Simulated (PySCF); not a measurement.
How methods differ on the excitation energy of Cs

Cs [Xe] 6s1 (2S) → Cs [Xe] 6p1 (2P), as a difference of total energies. All numbers are calculated (PySCF 2.14, the spin-free X2C one-electron Hamiltonian (Gaussian nucleus), in aug-cc-pwCVTZ-X2C (11s10p8d4f, 109 functions)). The calculations carry no spin-orbit coupling.

```json
{"method": "UHF", "excitation energy (cm⁻¹)": "9524.3", "error (cm⁻¹)": "-2023"}
{"method": "M06-2X", "excitation energy (cm⁻¹)": "10558", "error (cm⁻¹)": "-990"}
{"method": "TPSSh", "excitation energy (cm⁻¹)": "8966.5", "error (cm⁻¹)": "-2581"}
{"method": "LC-wPBE", "excitation energy (cm⁻¹)": "9970.0", "error (cm⁻¹)": "-1578"}
```

Reference: 11548 cm⁻¹ (measured; NIST levels, between the centres of gravity of the two terms).
